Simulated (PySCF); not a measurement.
SMILES C#C/C=[CH]\[GeH3] (C₄H₆Ge), GFN2-xTB optimised geometry.

```
11

C      1.68    -1.47     0.00
C      0.47    -1.48     0.00
C     -0.93    -1.48     0.00
C     -1.65    -0.35     0.00
Ge    -0.84     1.42     0.00
H      2.73    -1.48     0.00
H     -1.40    -2.46     0.00
H     -2.73    -0.42     0.00
H     -1.92     2.46     0.00
H      0.02     1.63     1.20
H      0.02     1.64    -1.20
```

Density from B3LYP/def2-TZVP in PySCF 2.14.0 at that geometry.

Minimum of the electron density along straight lines between bonded atoms, close to the bond critical point (lines longer than 1.1 times the sum of covalent radii, or with two minima, are not listed):

| bond | length / Å | ρ at the minimum / e bohr⁻³ | ∇²ρ there / e bohr⁻⁵ | position (fraction from the first atom) |
|---|---|---|---|---|
| C1–C2 | 1.202 | 0.421 | [?] | 0.49 |
| C2–C3 | 1.408 | 0.303 | [?] | 0.53 |
| C3–C4 | 1.335 | 0.351 | -1.08 | 0.51 |
| C4–Ge5 | 1.944 | 0.129 | 0.13 | 0.53 |
| C1–H6 | 1.049 | 0.301 | -1.15 | 0.66 |
| C3–H7 | 1.085 | 0.286 | -1.02 | 0.65 |
| C4–H8 | 1.082 | 0.286 | -1.01 | 0.65 |
| Ge5–H9 | 1.495 | 0.142 | [?] | 0.60 |
| Ge5–H10 | 1.493 | 0.143 | 0.09 | 0.60 |
| Ge5–H11 | 1.493 | 0.143 | 0.09 | 0.60 |

### Question
What belongs in the gaps?

### Answer

- C1–C2, ∇²ρ there / e bohr⁻⁵: -1.23
- C2–C3, ∇²ρ there / e bohr⁻⁵: -0.91
- Ge5–H9, ∇²ρ there / e bohr⁻⁵: 0.10
